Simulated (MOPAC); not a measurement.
Job for MOPAC: PM6 on CH4BN (a complex), monomers drawn apart or pushed together.

```
PM6 1SCF PRECISE CHARGE=0 THREADS=1
CH4BN

B     -0.09690052 1     0.04823511 1     0.76958152 1
H      0.66586511 1     0.92707271 1     0.45072728 1
H      0.20388965 1    -1.03112788 1     0.32200633 1
H     -1.25567332 1     0.33332979 1     0.59124895 1
C      0.15575562 1    -0.17617021 1     3.27587225 1
N      0.04178336 1    -0.07493616 1     2.14524238 1
H      0.26220482 1    -0.27070854 1     4.33190088 1
```

The log:

```
*******************************************************************************
 **                                                                           **
 **                              MOPAC v23.2.5                                **
 **                                                                           **
 *******************************************************************************
 ** MOPAC's Digital Object Identifier: https://doi.org/10.5281/zenodo.6511958 **
 **                                                                           **
 ** Please cite the open-source release paper for use of this MOPAC version:  **
 ** J. E. Moussa and J. J. P. Stewart (2026)                                  **
 ** MOPAC: An open-source semiempirical molecular orbital program             **
 ** J. Open Source Softw., 11(119), 8025, https://doi.org/10.21105/joss.08025 **
 *******************************************************************************

                              PM6 CALCULATION RESULTS

 *******************************************************************************
 *  PM6        - The PM6 Hamiltonian to be used
 *
 *
 *
 *                 CHARGE ON SYSTEM = 0
 *
 *
 *
 *  PRECISE    - TIGHTER CRITERIA TO BE USED
 *  1SCF       - DO 1 SCF AND THEN STOP
 *  THREADS=1  - MULTI-THREADING NOT USED
 *  T=         - A TIME OF 172800.0 SECONDS REQUESTED
 *  DUMP=N     - RESTART FILE WRITTEN EVERY 7200.0 SECONDS REQUESTED
 *******************************************************************************
PM6 1SCF PRECISE CHARGE=0 THREADS=1
 CH4BN

   ATOM   CHEMICAL          X               Y               Z
  NUMBER   SYMBOL      (ANGSTROMS)     (ANGSTROMS)     (ANGSTROMS)

     1       B         -0.09690052  *   0.04823511  *   0.76958152  *
     2       H          0.66586511  *   0.92707271  *   0.45072728  *
     3       H          0.20388965  *  -1.03112788  *   0.32200633  *
     4       H         -1.25567332  *   0.33332979  *   0.59124895  *
     5       C          0.15575562  *  -0.17617021  *   3.27587225  *
     6       N          0.04178336  *  -0.07493616  *   2.14524238  *
     7       H          0.26220482  *  -0.27070854  *   4.33190088  *



          CARTESIAN COORDINATES

    NO.       ATOM           X           Y           Z

     1         B         -0.0969      0.0482      0.7696
     2         H          0.6659      0.9271      0.4507
     3         H          0.2039     -1.0311      0.3220
     4         H         -1.2557      0.3333      0.5912
     5         C          0.1558     -0.1762      3.2759
     6         N          0.0418     -0.0749      2.1452
     7         H          0.2622     -0.2707      4.3319

 General Reference for PM6:
 "Optimization of Parameters for Semiempirical Methods V: Modification of NDDO Approximations
 and Application to 70 Elements", J. J. P. Stewart, J. Mol. Mod., 13, 1173-1213 (2007)
 URL: https://link.springer.com/article/10.1007/s00894-007-0233-4

           Empirical Formula: C H4 N B  =     7 atoms



      MOLECULAR POINT GROUP   :   C3v


      RHF CALCULATION, NO. OF DOUBLY OCCUPIED LEVELS = 8


 -------------------------------------------------------------------------------
 PM6 1SCF PRECISE CHARGE=0 THREADS=1
 CH4BN



     1SCF WAS SPECIFIED, SO BFGS WAS NOT USED
     SCF FIELD WAS ACHIEVED


                              PM6 CALCULATION
                                                       MOPAC v23.2.5 Linux




          FINAL HEAT OF FORMATION =         25.35871 KCAL/MOL =     106.10083 KJ/MOL


          COSMO AREA              =         87.90 SQUARE ANGSTROMS
          COSMO VOLUME            =         68.37 CUBIC ANGSTROMS

          IONIZATION POTENTIAL    =         10.776973 EV
          HOMO LUMO ENERGIES (EV) =        -10.777  0.096
          NO. OF FILLED LEVELS    =          8
          MOLECULAR WEIGHT        =         40.8593         POINT GROUP:  C3v

          MOLECULAR DIMENSIONS (Angstroms)

            Atom       Atom       Distance
            H     7    H     4     4.08182
            H     2    H     3     2.01607
            H     3    H     4     1.67347


          SCF CALCULATIONS        =          1





   ATOM   CHEMICAL          X               Y               Z
  NUMBER   SYMBOL      (ANGSTROMS)     (ANGSTROMS)     (ANGSTROMS)

     1       B         -0.09690052  *   0.04823511  *   0.76958152  *
     2       H          0.66586511  *   0.92707271  *   0.45072728  *
     3       H          0.20388965  *  -1.03112788  *   0.32200633  *
     4       H         -1.25567332  *   0.33332979  *   0.59124895  *
     5       C          0.15575562  *  -0.17617021  *   3.27587225  *
     6       N          0.04178336  *  -0.07493616  *   2.14524238  *
     7       H          0.26220482  *  -0.27070854  *   4.33190088  *

                             CARTESIAN COORDINATES

   1    B       -0.096900520     0.048235110     0.769581520
   2    H        0.665865110     0.927072710     0.450727280
   3    H        0.203889650    -1.031127880     0.322006330
   4    H       -1.255673320     0.333329790     0.591248950
   5    C        0.155755620    -0.176170210     3.275872250
   6    N        0.041783360    -0.074936160     2.145242380
   7    H        0.262204820    -0.270708540     4.331900880


           Empirical Formula: C H4 N B  =     7 atoms



      MOLECULAR POINT GROUP   :   C3v


                  EIGENVALUES
 -33.79422 -24.11972 -19.49831 -16.22868 -16.22866 -14.37498 -10.77699 -10.77697
   0.09571   0.09572   1.37542   3.96223   4.22449   5.28600   5.71408   5.71410


              NET ATOMIC CHARGES AND DIPOLE CONTRIBUTIONS

  ATOM NO.   TYPE          CHARGE      No. of ELECS.   s-Pop       p-Pop
    1          B          -0.816803        3.8168     1.09443     2.72237
    2          H           0.144758        0.8552     0.85524
    3          H           0.144755        0.8552     0.85525
    4          H           0.144761        0.8552     0.85524
    5          C          -0.209392        4.2094     1.14569     3.06370
    6          N           0.322497        4.6775     1.42781     3.24969
    7          H           0.269425        0.7306     0.73058
 DIPOLE           X         Y         Z       TOTAL
 POINT-CHG.     0.359    -0.319     3.563     3.596
 HYBRID         0.053    -0.047     0.528     0.533
 SUM            0.412    -0.366     4.091     4.128


          ATOMIC ORBITAL ELECTRON POPULATIONS

     Atom    s        px        py        pz
    1  B   1.09443   1.03615   1.03698   0.64924
    2  H   0.85524
    3  H   0.85525
    4  H   0.85524
    5  C   1.14569   1.02438   1.02440   1.01493
    6  N   1.42781   1.07439   1.07433   1.10098
    7  H   0.73058

 **********************
 *                    *
 * JOB ENDED NORMALLY *
 *                    *
 **********************




 == MOPAC DONE ==
```

The run finished.

Cost: around 0.03 core-seconds (rough).
